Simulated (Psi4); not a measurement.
Dimer: CH2O2 (SMILES O=CO) (first 5 atoms) with H2Se (SMILES [SeH2]); geometry from B3LYP-D3(BJ)/def2-TZVP, rigid monomers moved along the line of their centres of mass till H5···Se6 is 2.87 Å.
(charge 0, multiplicity 1):
```xyz
8

O      1.069    -1.000     0.848
C      0.468    -0.552    -0.091
O     -0.600     0.247    -0.029
H      0.727    -0.748    -1.140
H     -0.823     0.415     0.913
Se    -1.147     0.632     3.754
H     -0.012    -0.258     3.463
H     -2.078    -0.506     3.797
```

Level of theory: SAPT0/aug-cc-pVDZ in Psi4.

Task: Which attractive term is largest, and how does the interaction split up?

Result: electrostatics -4.31, exchange 3.26, induction -1.48, dispersion -1.93, total -4.46 kcal/mol; the largest attraction is electrostatics.
